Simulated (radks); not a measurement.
Excited configurations of the thulium ion Tm+: one electron is placed in a higher orbital outside [Xe] 4f13. The ground configuration is [Xe] 4f13 6s1. Calculated with a radial shooting solver on a logarithmic mesh with Libxc functionals: scalar-relativistic Kohn-Sham, r2SCAN, spin-polarised, spherical densities, finite nucleus; open shells are filled with parallel spins first (spin-orbit coupling, left out, can overturn this in heavy ions); meta-GGA in the generalised Kohn-Sham scheme; Fermi nuclear charge, rms radius 5.2256 fm. Excitation = E - E(ground); binding = E(ion) - E, where the ion is the core of charge +2; n* = 2/sqrt(2 binding) in atomic units, and the quantum defect is n - n*.

| outer orbital | excitation (eV) | binding (eV) | n* | quantum defect | eigenvalue (eV) | <r> (bohr) |
|---|---|---|---|---|---|---|
| 5d | 2.883 | 9.149 | 2.439 | 2.561 | -5.696 | 2.963 |
| 5f | 8.628 | 3.404 | 3.998 | 1.002 | -2.436 | 8.964 |
| 6p | 3.722 | 8.311 | 2.559 | 3.441 | -6.500 | 4.659 |
| 6d | 7.410 | 4.622 | 3.431 | 2.569 | -3.464 | 7.579 |
| 7d | 9.214 | 2.818 | 4.394 | 2.606 | -2.210 | 13.44 |

The Delta-SCF ionisation energy is 12.033 eV (NIST Atomic Spectra Database: 12.07 eV, semi-empirical). Self-interaction in the functional shifts the binding energies and quantum defects, so they are the method's values and not measured ones. Open shells are spherical and high-spin; term and fine-structure splittings are not resolved. Spin-orbit splitting is averaged out at the scalar-relativistic level.
